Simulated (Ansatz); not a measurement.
A CCSD(T) single point on `[F][Sn]([F])([SeH])[SeH]`.

```yaml
crystal:
  periodic: [false, false, false]
  atoms:
    - {symbol: F, position_ang: [0.376706, -2.332372, 0.217137]}
    - {symbol: Sn, position_ang: [0.105218, -0.446438, 0.173739]}
    - {symbol: F, position_ang: [1.640828, 0.195676, 1.107672]}
    - {symbol: Se, position_ang: [-2.014294, -0.099940, 1.434948]}
    - {symbol: Se, position_ang: [0.298279, 0.497807, -2.126190]}
    - {symbol: H, position_ang: [-2.050780, 1.300060, 0.985195]}
    - {symbol: H, position_ang: [1.705343, 0.817206, -1.838199]}
basis:
  gaussian: {orbitals: def2-SVP}
correlation: {method: ccsd_t}
```

```sh
$ ansatz run in.yaml --threads 4 --pin off --events-out ev --progress --plain --max-ram 11315MiB
```

Log, shortened:

```
Functional definition: HF
  name "HF"
  cite "Fock, Z. Phys. 61, 126 (1930) doi:10.1007/BF01340294"
  parent pbe
  exchange = exact_x
  correlation = 0
1314 factors; integrals over basis functions are off by at most 1.1e-3 eV
mean field evaluation 1: about -141833.7903 eV, gradient 4.1e1 eV
mean field evaluation 2: about -141833.8693 eV, gradient 4.2e1 eV
mean field evaluation 4: about -141837.5008 eV, gradient 2.4e0 eV
mean field evaluation 8: about -141837.5459 eV, gradient 2.3e-1 eV
mean field -141837.54628174 eV, -5212.4336849119 hartree, gradient 2.8e-6 eV, S^2 0.000000; 0 other end points of the search recorded, 0 dependent functions left out
24 core orbitals not correlated: weight in the atoms' cores, before any rotation towards them, 1.000 or more for the frozen orbitals, at most 0.000 for the correlated occupied ones
reference -141837.54628174 eV, -5212.4336849119 hartree; 31, 31 occupied and 73, 73 virtual orbitals, 1314 factors
second order -25.90689202 eV of doubles, -0.00000000 eV of singles
cycle   1  -25.58873586 eV  change    3.2e-1 eV  update   1.2e-1
cycle   2  -26.17744620 eV  change   -5.9e-1 eV  update   3.9e-2
cycle   3  -26.33004725 eV  change   -1.5e-1 eV  update   2.1e-2
cycle   4  -26.31612589 eV  change    1.4e-2 eV  update   4.6e-3
cycle   5  -26.31207579 eV  change    4.1e-3 eV  update   1.9e-3
cycle   6  -26.31269889 eV  change   -6.2e-4 eV  update   6.1e-4
cycle   7  -26.31232122 eV  change    3.8e-4 eV  update   2.2e-4
cycle   8  -26.31215456 eV  change    1.7e-4 eV  update   7.3e-5
cycle   9  -26.31218858 eV  change   -3.4e-5 eV  update   3.2e-5
perturbative correction -0.61014967 eV, -0.0224225868 hartree
Total energy: -141864.46861999 eV, -5213.4230625940 hartree
```

It took 11 s on 4 threads of an Intel Xeon 6975P-C on a shared host, with 0.86 GiB of host memory at the peak.

Correlation energy per correlated electron: -0.434 eV. T1 diagnostic: 0.0105.
